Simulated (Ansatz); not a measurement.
A run of Ansatz (development build ahead of 0.2.0) on singlet H10 at this shape:

```xyz
10

H     1.1700    0.0000    0.0000
H     0.9466    0.6877    0.0000
H     0.3615    1.1127    0.0000
H    -0.3615    1.1127    0.0000
H    -0.9466    0.6877    0.0000
H    -1.1700    0.0000    0.0000
H    -0.9466   -0.6877    0.0000
H    -0.3615   -1.1127    0.0000
H     0.3615   -1.1127    0.0000
H     0.9466   -0.6877    0.0000
```

Its results:

- Converged: yes
- Reference energy: -5.07238 hartree
- Correlation energy: -0.11768 hartree
- Total energy: -5.19006 hartree

Forces (eV/Å):
```
atom      Fx      Fy     Fz
  H1   5.343   0.000  0.000
  H2   4.323   3.141  0.000
  H3   1.651   5.082  0.000
  H4  -1.651   5.082  0.000
  H5  -4.323   3.141  0.000
  H6  -5.343   0.000  0.000
  H7  -4.323  -3.141  0.000
  H8  -1.651  -5.082  0.000
  H9   1.651  -5.082  0.000
 H10   4.323  -3.141  0.000
```

(1) Which input gives this output? Name the method, the orbitals and the basis set, and write the input.

Answers

(1) RHF-MP2 in 6-31G. An unrestricted run that stays on the closed shell gives the same numbers.

```yaml
crystal:
  periodic: [false, false, false]
  atoms:
    - { symbol: H, position_ang: [1.17, 0.0, 0.0] }
    - { symbol: H, position_ang: [0.94655, 0.68771, 0.0] }
    - { symbol: H, position_ang: [0.36155, 1.11274, 0.0] }
    - { symbol: H, position_ang: [-0.36155, 1.11274, 0.0] }
    - { symbol: H, position_ang: [-0.94655, 0.68771, 0.0] }
    - { symbol: H, position_ang: [-1.17, 0.0, 0.0] }
    - { symbol: H, position_ang: [-0.94655, -0.68771, 0.0] }
    - { symbol: H, position_ang: [-0.36155, -1.11274, 0.0] }
    - { symbol: H, position_ang: [0.36155, -1.11274, 0.0] }
    - { symbol: H, position_ang: [0.94655, -0.68771, 0.0] }
basis:
  gaussian: { orbitals: "6-31G" }
hamiltonian:
  xc: hf
correlation:
  method: mp2
  frozen_orbitals: { H: 0 }
output:
  forces: true
```

Caution: no unrestricted run beside it, a lower state can exist.
